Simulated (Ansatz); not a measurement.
AlH2Br, 4 atoms. Hardware: 4 threads of Arm Neoverse V2 on a shared host.

Correlated methods freeze 14 core orbitals; core or outer-core shells of Br are correlated, in sets that lack core-valence functions. In CCSD on the charge 1 doublet the largest single amplitude is 0.22, so its Hartree–Fock determinant may place the open shell otherwise than the density functionals do.

How many basis functions does each of these Ansatz runs have, and roughly what does it cost? B3LYP-D4/def2-TZVP, charge 0 singlet, relaxation, 4 steps; PBE-D4/def2-TZVP, charge 0 triplet at the geometry of the charge 0 singlet, energy, from earlier orbitals; B3LYP-D4/def2-TZVP, charge 0 singlet, energy, from earlier orbitals; r2SCAN-D4/def2-TZVP, charge 0 singlet, energy and forces, from earlier orbitals; PBE-D4/def2-TZVP, charge 0 singlet, energy, from earlier orbitals; PBE0-D4/def2-TZVP, charge 1 doublet at the geometry of the charge 0 singlet, energy; CCSD(T)/def2-TZVPP, charge 1 doublet at the geometry of the charge 0 singlet, energy, from earlier orbitals; PBE-D4/def2-TZVP, charge 1 doublet at the geometry of the charge 0 singlet, energy, from earlier orbitals; RPA@PBE/def2-TZVP, charge 0 singlet, energy, from earlier orbitals; r2SCAN-D4/def2-TZVP, charge 1 doublet at the geometry of the charge 0 singlet, energy, from earlier orbitals; B2PLYP/def2-TZVP, charge 0 singlet, energy, from earlier orbitals; revPBE-D4/def2-TZVP, charge 0 singlet, energy, from earlier orbitals.

Other jobs shared the machine, so times can vary by a factor of up to 3. A dash marks memory too small to be measured apart from the calling script's.

```tsv
run	functions	fitting or Cholesky vectors	wall time	peak host memory (GiB)
PBE-D4/def2-TZVP, charge 0 singlet, energy, from earlier orbitals	97	723	0.45 s	–
revPBE-D4/def2-TZVP, charge 0 singlet, energy, from earlier orbitals	97	723	0.45 s	–
B3LYP-D4/def2-TZVP, charge 0 singlet, energy, from earlier orbitals	97	760	0.5 s	–
RPA@PBE/def2-TZVP, charge 0 singlet, energy, from earlier orbitals	97	654	0.75 s	–
PBE-D4/def2-TZVP, charge 0 triplet at the geometry of the charge 0 singlet, energy, from earlier orbitals	97	723	0.8 s	–
PBE-D4/def2-TZVP, charge 1 doublet at the geometry of the charge 0 singlet, energy, from earlier orbitals	97	723	0.8 s	–
B2PLYP/def2-TZVP, charge 0 singlet, energy, from earlier orbitals	97	654	0.9 s	–
PBE0-D4/def2-TZVP, charge 1 doublet at the geometry of the charge 0 singlet, energy	97	780	1.1 s	–
r2SCAN-D4/def2-TZVP, charge 0 singlet, energy and forces, from earlier orbitals	97	723	1.1 s	–
r2SCAN-D4/def2-TZVP, charge 1 doublet at the geometry of the charge 0 singlet, energy, from earlier orbitals	97	723	2 s	–
B3LYP-D4/def2-TZVP, charge 0 singlet, relaxation, 4 steps	97	760	3.2 s	–
CCSD(T)/def2-TZVPP, charge 1 doublet at the geometry of the charge 0 singlet, energy, from earlier orbitals	118	729	4.7 s	0.7
```
